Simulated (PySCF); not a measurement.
## Fractional electron number in Ag²⁺ (silver, charge +2)

The 4d beta orbital of [Kr] 4d9 is emptied in steps (occupation f), with all orbitals relaxed, ending at [Kr] 4d8. Calculation: PySCF 2.14, in aug-cc-pVTZ-PP with ECP28MDF (6s6p5d3f2g, 88 functions); scalar relativity through the core potential. The exact energy is a straight line in f; departures are measured from the line between the end points of the same method.

```
   f  PBE0 (eV)  r2SCAN (eV)  LC-wPBE (eV)
   1      0.000        0.000         0.000
0.75     -0.897       -1.215        -0.362
 0.5     -1.200       -1.617        -0.485
0.25     -0.902       -1.210        -0.365
   0      0.000        0.000         0.000
```

```
 method  E(f=0) − E(f=1) (eV)  −ε at f=1 (eV)  −ε at f=0.5 (eV)
   PBE0                34.730          29.964            34.717
 r2SCAN                34.490          28.012            34.503
LC-wPBE                34.726          32.811            34.717
```

Orbital energy along the path (eV):

```csv
f,PBE0,r2SCAN,LC-wPBE
1,-29.964,-28.012,-32.811
0.75,-32.325,-31.254,-33.750
0.5,-34.717,-34.503,-34.717
0.25,-37.127,-37.731,-35.696
0,-39.545,-40.918,-36.677
```

Reference removal energy between the ground levels: 34.8 ± 0.3 eV (semi-empirical (NIST evaluation); NIST Atomic Spectra Database, ionization energies). The calculation has no spin-orbit coupling. The determinant left behind need not be the lowest term of the ion.
